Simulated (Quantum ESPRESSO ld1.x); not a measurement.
Results of a calculation; reference values are marked as such.
All-electron atom: Ho8+ in [Kr] 4d10 4f10 5s2 5p1. Level of theory: Dirac Kohn-Sham, LDA (Slater exchange, Perdew-Zunger correlation), spin-unpolarised, spherical densities, point nucleus; open shells fill j = l - 1/2 first (ld1.x of Quantum ESPRESSO 7.5).

Spin-orbit splittings of the eigenvalues, e(l+1/2) - e(l-1/2), with zeta = 2 splitting/(2l+1) and mean radii in bohr:

| shell | occ. | splitting (eV) | zeta (eV) | <r> j=l-1/2 | <r> j=l+1/2 |
|---|---|---|---|---|---|
| 2p | 6 | 856.2 | 570.8 | 0.07292 | 0.08008 |
| 3p | 6 | 178.8 | 119.2 | 0.2192 | 0.2328 |
| 3d | 10 | 39.12 | 15.65 | 0.2054 | 0.2096 |
| 4p | 6 | 40.34 | 26.90 | 0.5281 | 0.5592 |
| 4d | 10 | 7.355 | 2.942 | 0.5876 | 0.5984 |
| 4f | 10 | 1.131 | 0.3232 | 0.7213 | 0.7288 |
| 5p | 1 | 7.302 | 4.868 | 1.263 | 1.325 |
| 5d | 0 | 1.117 | 0.4467 | 1.562 | 1.581 |
